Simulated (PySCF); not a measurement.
# Dipole response of Pb (lead, neutral)

[Xe] 4f14 5d10 6s2 6p2, high-spin 3P determinant. All numbers are calculated (PySCF 2.14, scalar relativity by spin-free X2C-1e, in aug-cc-pwCVTZ-DK3). Coupled (time-dependent) response in atomic units; α is the mean over directions.

```json
{"method": "PBE", "mean α (bohr³)": "68.90", "α xx, yy, zz": "49.33, 78.69, 78.69", "C₆ (like pair)": "806.1", "S(−4)": "2141"}
```

S(−4) is the Cauchy moment in α(ω) = α(0) + S(−4) ω² + …

Reference α: 47 ± 3 bohr³ (recommended; Schwerdtfeger and Nagle, table of static dipole polarizabilities (2023 update)). Published C₆: 534.0 (Gould and Bucko (2016)).

Spin-orbit coupling is absent.

α(iu) at PBE:

```json
{"u (hartree)": "0", "α(iu) (bohr³)": "68.90"}
{"u (hartree)": "0.0500", "α(iu) (bohr³)": "64.09"}
{"u (hartree)": "0.100", "α(iu) (bohr³)": "53.98"}
{"u (hartree)": "0.200", "α(iu) (bohr³)": "36.02"}
{"u (hartree)": "0.300", "α(iu) (bohr³)": "25.22"}
{"u (hartree)": "0.500", "α(iu) (bohr³)": "14.68"}
{"u (hartree)": "0.750", "α(iu) (bohr³)": "9.190"}
{"u (hartree)": "1.00", "α(iu) (bohr³)": "6.541"}
{"u (hartree)": "1.50", "α(iu) (bohr³)": "4.005"}
{"u (hartree)": "2.00", "α(iu) (bohr³)": "2.777"}
{"u (hartree)": "3.00", "α(iu) (bohr³)": "1.586"}
{"u (hartree)": "5.00", "α(iu) (bohr³)": "0.7183"}
```

A single London oscillator, α(iu) = α/(1 + u²/ω²), gives C₆ = (3/4) ω α². Matching the computed C₆ needs ω = 4 × 806.1 / (3 × 68.90²) = 0.226 hartree.

The components differ because the open shell of this determinant is not spherical; for a pure term their mean is the scalar polarisability.

Spin-orbit coupling is strong in this species (close to jj coupling), so the high-spin LS determinant is a model state, not a physical level.
